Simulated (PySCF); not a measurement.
## Radial density of Sc (scandium, neutral)

UHF, [Ar] 3d1 4s1 5s1, high-spin 4D determinant (an excited configuration). Calculation: PySCF 2.14, in x2c-QZVPPall with one added diffuse shell each of s, p, d, f, g type (12s8p6d4f3g, 121 functions); the spin-free X2C one-electron Hamiltonian (Gaussian nucleus).

```
r (bohr)  4πr²ρ (e/bohr)  4πr²(ρα − ρβ)
 0.00121          0.1390         0.0001
 0.00203          0.3623         0.0002
 0.00342          0.9240         0.0004
 0.00574           2.273         0.0011
 0.00966           5.262         0.0025
  0.0163           10.96         0.0050
  0.0273           19.07         0.0079
  0.0460           24.75         0.0072
  0.0773           21.56        -0.0015
   0.130           18.64        -0.0011
   0.219           26.03         0.0355
   0.368           17.61         0.1033
   0.619           6.824         0.3764
    1.04           8.690         0.5865
    1.75           2.709         0.5091
    2.95          0.5773         0.5096
    4.96          0.1386         0.1385
    8.34          0.1463         0.1463
    14.0         0.03996         0.0400
    23.6       3.058e-05         0.0000
```

Densities and radii are taken from the X2C orbitals without a picture-change correction, which distorts them close to the nucleus.

The outer electron is Rydberg-like, and this basis confines it to a smaller radius and binds it less than a complete one would.
